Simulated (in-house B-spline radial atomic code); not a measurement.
Radial electron density of Ho, [Xe] 4f11 6s2. Computed with a radial B-spline atomic code at the basis-set limit: scalar-relativistic (X2C) TPSSh, spin-polarised, spherical fractional occupations, Fermi nucleus of rms radius 5.2022 fm.

Caution: exact exchange at fractional occupations of open shells leaves self-interaction of up to several eV.

One-electron X2C: radii and densities carry no picture-change correction, so inner-shell <1/r> comes out high (for 1s by about 2 % at Z = 33, 5 % at 54, 10 % at 75, 30 % at 118) and <r> low.

Columns: r (bohr), 4πr²n(r) (electrons per bohr), bar.

```
0.000472    2.658 #
0.000594    3.723 #
0.000748    5.197 ##
0.000941    7.211 ###
 0.00118    9.901 ####
 0.00149    13.62 #####
 0.00187    18.41 #######
 0.00236    24.77 #########
 0.00297    32.68 ############
 0.00373     42.2 ################
 0.00469    53.24 ####################
 0.00591    65.24 ########################
 0.00743    76.77 ############################
 0.00935    86.22 ################################
  0.0118    91.58 ##################################
  0.0148    91.41 ##################################
  0.0186    86.49 ################################
  0.0234    80.46 ##############################
  0.0295    79.57 #############################
  0.0371    88.78 #################################
  0.0466    105.7 #######################################
  0.0587      119 ############################################
  0.0738    116.1 ###########################################
  0.0929    99.65 #####################################
   0.117    90.19 #################################
   0.147    99.55 #####################################
   0.185    106.8 #######################################
   0.233    86.13 ################################
   0.293    55.38 ####################
   0.368    48.58 ##################
   0.463    57.05 #####################
   0.583    50.94 ###################
   0.733     32.4 ############
   0.923    19.02 #######
    1.16    13.26 #####
    1.46    8.993 ###
    1.84    4.766 ##
    2.31    2.057 #
    2.91   0.9914 
    3.66   0.6961 
     4.6   0.4737 
    5.79     0.22 
    7.28  0.06581 
    9.17  0.01193 
    11.5 0.001224 
    14.5 5.504e-05
```

On this grid the curve has 4 maxima, near 0.0118, 0.0587, 0.185, 0.463 bohr.

The 6s up radial function P(r) = rR(r), positive near the nucleus:

```csv
r (bohr),P
0.000299,0.006846
0.000472,0.009608
0.000748,0.01341
0.00118,0.01847
0.00187,0.02507
0.00297,0.03306
0.00469,0.0413
0.00743,0.0471
0.0118,0.04446
0.0186,0.02503
0.0295,-0.01661
0.0466,-0.0621
0.0738,-0.05559
0.117,0.04072
0.185,0.0962
0.293,-0.05552
0.463,-0.1297
0.733,0.1329
1.16,0.2086
1.84,-0.1739
2.91,-0.5174
4.6,-0.4752
7.28,-0.1783
11.5,-0.02398
```
